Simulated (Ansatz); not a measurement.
Clusters of 8 atoms, oxide: PBE-D4/def2-SVP single points in Ansatz on relaxed structures, gas phase. Each cluster is the lowest isomer that a short search found in that spin, judged at the geometry's level, and lower ones may exist. Core potentials for Mo, Nb, W, Zr, no spin–orbit coupling. HOMO and LUMO are taken over both spins. Singlets are spin-restricted. The structures are stationary points that may keep the symmetry of their start. Remarks come from the PBE and PBE0 runs and from stability tests at other levels; not every state was tested. HOMO above LUMO (over both spins in singlets and doublets, within one spin in higher multiplets; at PBE or PBE0), or a gap under 0.15 eV within one spin, warns that the state may not be the lowest or that an electron is smeared out.

(1) Estimate the order by LUMO (eV), lowest first.
A. W2O6 (singlet)
B. Mo2O6 (singlet)
C. Na5O3 (doublet)
D. Zr3O5 (singlet)
E. Nb3O5 (doublet)
F. W2O6⁺ (doublet)

(1) F (-13.57), A (-5.82), B (-5.52), E (-4.02), D (-3.18), C (-2.06).

In full:

```
species  atoms    state            geometry  HOMO (eV)  LUMO (eV)  gap (eV)  point group (within 0.1 Å)                                                remarks
  Mo2O6      8  singlet  r2SCAN-D4/def2-SVP      -8.32      -5.52      2.80                         D2h                                                      –
  Nb3O5      8  doublet    PBE0-D4/def2-SVP      -4.69      -4.02      0.67                           –                                                      –
  W2O6⁺      8  doublet     PBE-D4/def2-SVP     -13.60     -13.57      0.03                         D2h  near-degenerate levels, gap within one spin near zero
  Zr3O5      8  singlet    PBE0-D4/def2-SVP      -4.80      -3.18      1.62                          Cs                                                      –
   W2O6      8  singlet     PBE-D4/def2-SVP      -8.16      -5.82      2.35                         D2h                                                      –
  Na5O3      8  doublet  r2SCAN-D4/def2-SVP      -2.96      -2.06      0.91                           –                                                      –
```

The gap (eV) runs from 0.03 (W2O6⁺) to 2.80 (Mo2O6).
